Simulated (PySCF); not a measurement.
**Relaxation of quintet H₂OsS**

Level of theory: PySCF, UPBE0, basis Os def2-TZVP with ECP60, S def2-TZVP, H def2-TZVP (scalar-relativistic core potentials, no spin–orbit coupling, density fitting). A (50,194) grid was used.

A start displaced from a saddle point along its imaginary mode, of Cs symmetry, held to at least that symmetry:

```xyz
4
charge 0 multiplicity 5, angstrom
Os    0.1462    0.2531   -0.0040
S    -0.9208   -1.5948    0.0080
H     1.7666    0.5650    0.2500
H    -0.3939    1.8124    0.2500
```

**Question.** What does it relax to?

**Answer.** It ends at Cs with Os–H 1.645 Å (×2), Os–S 2.127 Å; H–Os–H 96.5°, H–Os–S 127.2° (×2) (after a last refinement on a finer grid). A frequency run shows a minimum.

**Question.** How much energy is released, and in how many steps?

**Answer.** 1.3 kJ/mol in 5 steps.

Open d and f shells are described by one determinant, and the ground state may have another occupation or spin. At this level a triplet minimum of Cs symmetry lies 106 kJ/mol below this structure. No spin–orbit coupling is included, which matters more the heavier the element.
